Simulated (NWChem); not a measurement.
System: CH3Cl2Sc; SMILES [CH3][Sc]([Cl])[Cl]

NWChem printed, in part:

```
             Northwest Computational Chemistry Package (NWChem) 7.3.0
             --------------------------------------------------------

 C1  symmetry detected

                             Geometry "geometry" -> ""
                             -------------------------

 Output coordinates in angstroms (scale by  1.889725989 to convert to a.u.)

  No.       Tag          Charge          X              Y              Z
 ---- ---------------- ---------- -------------- -------------- --------------
    1 Sc                  21.0000     0.21046027    -0.00074254     0.01468231
    2 Cl                  17.0000    -0.78216814    -2.05766334    -0.00498831
    3 Cl                  17.0000    -0.78953404     2.05220371    -0.00497202
    4 C                    6.0000     2.34449658     0.00953225    -0.00812462
    5 H                    1.0000     2.75630884     0.84540620     0.58581556
    6 H                    1.0000     2.70605935     0.14264923    -1.04621031
    7 H                    1.0000     2.76992364    -0.93684193     0.37013970

 Effective nuclear repulsion energy (a.u.)     297.3676109176

  pbe96 is a nonlocal functional; adding pw91lda local functional.

                                 NWChem DFT Module
                                 -----------------

 Summary of "ao basis" -> "ao basis" (spherical)
 ------------------------------------------------------------------------------
       Tag                 Description            Shells   Functions and Types
 ---------------- ------------------------------  ------  ---------------------
 Sc                         def2-svp                11       31   5s3p2d1f
 Cl                         def2-svp                 8       18   4s3p1d
 C                          def2-svp                 6       14   3s2p1d
 H                          def2-svp                 3        5   2s1p

            General Information
            -------------------
          SCF calculation type: DFT
          Wavefunction type:  closed shell.
          No. of atoms     :     7
          No. of electrons :    64
           Alpha electrons :    32
            Beta electrons :    32
          Charge           :     0
          Spin multiplicity:     1
          Use of symmetry is: off; symmetry adaption is: off
          Maximum number of iterations: 150
          AO basis - number of functions:    96
                     number of shells:    42
          Convergence on energy requested:  1.00D-06
          Convergence on density requested:  1.00D-05
          Convergence on gradient requested:  5.00D-04

              XC Information
              --------------
          PerdewBurkeErnzerhof Exchange Functional  1.000
            Perdew 1991 LDA Correlation Functional  1.000 local
           PerdewBurkeErnz. Correlation Functional  1.000 non-local

             Grid Information
             ----------------
          Grid used for XC integration:  medium
          Radial quadrature: Mura-Knowles
          Angular quadrature: Lebedev.
          Tag              B.-S. Rad. Rad. Pts. Rad. Cut. Ang. Pts.
          ---              ---------- --------- --------- ---------
          Sc                  1.60      112          10.0       590
          Cl                  1.00       88          12.0       590
          C                   0.70       49          10.0       434
          H                   0.35       45          11.0       434
          Grid pruning is: on
          Number of quadrature shells:   472
          Spatial weights used:  Erf1

      Superposition of Atomic Density Guess
      -------------------------------------

 Sum of atomic energies:       -1717.40156054

      Non-variational initial energy
      ------------------------------

 Total energy =   -1718.121716
 1-e energy   =   -2954.014720
 2-e energy   =     938.525394
 HOMO         =      -0.321653
 LUMO         =      -0.055389

[...]
```

Level: PBE/def2-SVP, vertical spin-unrestricted ions. All runs use the structure optimised with PBE0/def2-SVP.

Task: Which NWChem input produces such a log?

Result: This is not unique; one that fits is the input that was run:
```
start job
memory heap 200 mb stack 900 mb global 1100 mb
geometry units angstroms noautoz
  Sc     0.387834    -0.000817     0.017372
  Cl    -0.605186    -2.057419    -0.012972
  Cl    -0.611267     2.052450    -0.011869
  C      2.521995     0.008791     0.016268
  H      2.928008     0.844369     0.614601
  H      2.894136     0.142084    -1.018050
  H      2.943258    -0.937823     0.398571
end
basis spherical
  * library def2-svp
end
dft
  xc xpbe96 cpbe96
  iterations 150
  vectors input atomic output neutral.movecs
end
task dft energy
charge 1
dft
  odft
  mult 2
  vectors input atomic output cation.movecs
end
task dft energy
```
